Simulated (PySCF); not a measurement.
Identify the unknown among the candidates.

All candidates are C7H12OP2.

- 13C NMR: chemical shifts (computed TMS as zero) by class: 142.3 (1 C), 142.0 (1 C), 110.5 (1 C), 107.9 (1 C), 24.0 (1 C), 20.5 (1 C), 19.8 (1 C) ppm [GIAO PBE0/pcSseg-1]
- Dipole: 3.05 D [PBE0/pcSseg-1]
- 1H NMR: chemical shifts (computed TMS as zero) by class: 6.79 (1 H), 6.56 (1 H), 6.24 (1 H), 3.98 (1 H), 1.70 (1 H), 1.61 (3 H), 1.53 (3 H), 1.40 (1 H) ppm [GIAO PBE0/pcSseg-1]
- Rotational structure: rotational constants A, B, C: 1.756, 0.423, 0.394 GHz [GFN2-xTB]
- NMR, other nuclei: isotropic shieldings of nuclei other than C and H, by class: 246 (1 O), 344 (1 P), 425 (1 P) ppm [GIAO PBE0/pcSseg-1]

Electronic properties: PySCF, gas phase, density fitting. Levels stand in brackets. Geometry: GFN2-xTB, one conformer, isolated molecule. NMR classes are plain means over equivalent atoms (diastereotopic ones count apart unless rotation or inversion swaps them), as if these changed places fast.

Question: Which candidate is it?
A. `CP(C)P1(=O)C=CCC=C1`
B. `COc1cp(CP)cc1C`
C. `CC(C)P(P)c1ccco1`
D. `CCCP(P)c1ccco1`
E. `C=C[P@@](C)(=O)C#CPCC`

Answer: E. It is `C=C[P@@](C)(=O)C#CPCC`. Numbering: `[CH2:1]=[CH:2][P@@:3]([CH3:4])(=[O:5])[C:6]#[C:7][PH:8][CH2:9][CH3:10]`. 7 carbons fall into 7 classes; from least to most shielded: terminal =CH2 carbon [C1] (142.3 ppm), alkene CH carbon [C2] (142.0 ppm), alkyne carbon [C6] (110.5 ppm), alkyne carbon [C7] (107.9 ppm), sp3 carbon bound to phosphorus [C4] (24.0 ppm), sp3 carbon bound to phosphorus [C9] (20.5 ppm), methyl carbon [C10] (19.8 ppm). Hydrogen classes from least to most shielded: 1 H on a terminal =CH2 carbon, C1 (6.79 ppm), 1 H on a terminal =CH2 carbon, C1 (6.56 ppm), 1 H on an alkene CH carbon, C2 (6.24 ppm), 1 H on a phosphine phosphorus, P8 (3.98 ppm), 1 H on an sp3 carbon bound to phosphorus, C9 (1.70 ppm), 3 H on a methyl carbon, C10 (1.61 ppm, a mean of values up to 1.4 ppm apart in this geometry), 3 H on an sp3 carbon bound to phosphorus, C4 (1.53 ppm, a mean of values up to 0.7 ppm apart in this geometry), 1 H on an sp3 carbon bound to phosphorus, C9 (1.40 ppm). The other shieldings belong to: 246 ppm, phosphoryl oxygen [O5]; 344 ppm, phosphoryl phosphorus [P3]; 425 ppm, phosphine phosphorus [P8]. The optimised geometry has point group C1 and is an asymmetric top.

The others, at the same levels:
- `CC(C)P(P)c1ccco1` fails: it has 6 carbon classes against 7; its computed 13C shifts are 157.9 (1 C), 149.9 (1 C), 124.2 (1 C), 118.8 (1 C), 37.9 (1 C), 21.8 (2 C) ppm, 1H shifts are 7.66 (1 H), 6.87 (1 H), 6.71 (1 H), 2.34 (2 H), 1.62 (1 H), 1.12 (6 H) ppm and rotational constant A is 1.456 GHz (against 1.756 GHz).
- `COc1cp(CP)cc1C` fails: its computed 13C shifts are 171.7 (1 C), 155.1 (1 C), 138.2 (1 C), 104.2 (1 C), 57.9 (1 C), 18.9 (1 C), 11.2 (1 C) ppm, 1H shifts are 6.30 (1 H), 4.83 (1 H), 4.00 (3 H), 2.24 (3 H), 2.08 (2 H), 2.04 (2 H) ppm and rotational constant A is 1.270 GHz (against 1.756 GHz).
- `CP(C)P1(=O)C=CCC=C1` fails: it has 4 carbon classes against 7; its computed 13C shifts are 151.0 (2 C), 138.4 (2 C), 33.9 (1 C), 9.2 (2 C) ppm, 1H shifts are 7.03 (2 H), 6.69 (2 H), 3.07 (1 H), 2.83 (1 H), 1.34 (6 H) ppm and rotational constant A is 1.544 GHz (against 1.756 GHz).
- `CCCP(P)c1ccco1` fails: its computed 13C shifts are 159.7 (1 C), 149.1 (1 C), 120.6 (1 C), 119.4 (1 C), 34.7 (1 C), 24.3 (1 C), 18.6 (1 C) ppm, 1H shifts are 7.62 (1 H), 6.78 (1 H), 6.76 (1 H), 2.19 (2 H), 1.50 (2 H), 1.38 (2 H), 0.95 (3 H) ppm and rotational constant A is 1.215 GHz (against 1.756 GHz).

Each candidate is one conformer, not necessarily the lowest. The conformers computed, where there is a choice (atom-mapped SMILES and torsion angles):
- `[CH2:1]=[CH:2][P@@:3]([CH3:4])(=[O:5])[C:6]#[C:7][PH:8][CH2:9][CH3:10]`: C1–C2–P3–C4 -126°, C7–P8–C9–C10 -51°
- `[CH3:1][CH:2]([CH3:3])[P:4]([PH2:5])[c:6]1[cH:7][cH:8][cH:9][o:10]1`: C1–C2–P4–P5 66°, C2–P4–C6–C7 92°, H–P5–P4–C2 170°, H–P5–P4–C2 -98°
- `[CH3:1][O:2][c:3]1[cH:4][p:5]([CH2:6][PH2:7])[cH:8][c:9]1[CH3:10]`: C1–O2–C3–C4 -2°, C4–P5–C6–P7 26°, H–P7–C6–P5 66°, H–P7–C6–P5 158°
- `[CH3:1][P:2]([CH3:3])[P:4]1(=[O:5])[CH:6]=[CH:7][CH2:8][CH:9]=[CH:10]1`: C1–P2–P4–O5 49°
- `[CH3:1][CH2:2][CH2:3][P:4]([PH2:5])[c:6]1[cH:7][cH:8][cH:9][o:10]1`: C1–C2–C3–P4 -173°, C2–C3–P4–P5 -36°, C3–P4–C6–C7 68°, H–P5–P4–C3 -174°, H–P5–P4–C3 -82°
